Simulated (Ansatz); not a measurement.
A structure drawn as `[F][Ga]([F])[F]`, with this starting geometry:

```xyz
4

F     0.6620    1.1543    1.3298
Ga    0.3163   -0.1527    0.0460
F     0.5779   -1.0121   -1.3315
F    -1.5563    0.0106   -0.0444
```

Charge 0, multiplicity 1.

Q: Relax it with Ansatz at PBE-D4/def2-SVP and then PBE0-D4/def2-TZVP. Is the drawn bonding still there?

A: Yes, every drawn bond is still there and no new one forms.

Q: Give the relaxed structure. (Best estimate.)

A: Computed: 
Z-matrix (Å, degrees):
```
Ga
F 1 1.724
F 1 1.724 2 120.0
F 1 1.724 2 120.0 3 180.0
```
All modes are real.

Atoms count as bonded under 1.1 times the sum of their covalent radii (H–H under 0.85 Å, pairs among N, O and F under 1.55 Å), and a drawn bond as lost past 1.3 times.
